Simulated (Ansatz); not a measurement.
A run for Ansatz (a first-principles code): U-CCSD(T)/cc-pV(D+d)Z on H4PSi (SMILES [SiH3][PH]), 2S+1 = 2. Files ending in .json are basis or fitting sets from the Basis Set Exchange.

Ansatz 0.2 input:
```yaml
crystal:
  periodic: [false, false, false]
  atoms:
    - {symbol: Si, position_ang: [-0.99422636, -0.33596374, 0.08926764]}
    - {symbol: P, position_ang: [1.12312596, 0.47885205, -0.12155782]}
    - {symbol: H, position_ang: [-1.20514355, -0.90836160, 1.44669046]}
    - {symbol: H, position_ang: [-1.96672258, 0.76723952, -0.12204092]}
    - {symbol: H, position_ang: [-1.25079565, -1.40144921, -0.91752679]}
    - {symbol: H, position_ang: [1.68024168, -0.81559526, 0.13765797]}
basis:
  gaussian:
    orbitals: cc-pV_D+d_Z.json
magnetization: {spin_polarized: true, initial_magnetization: 1}
correlation: {method: ccsd_t, electrons: outside_noble_gas}
accuracy: high
phonons: {}
scf: {omitted_lower_state_checks: [cluster_reference]}
```

Question: Predict the final total energy.

Answer: -632.2440 hartree (reference determinant -631.9850, T1 diagnostic 0.014).

Question: How many basis functions does it have, and what does it roughly cost on one machine?

Answer: 66 functions; around 8 core-minutes (rough).
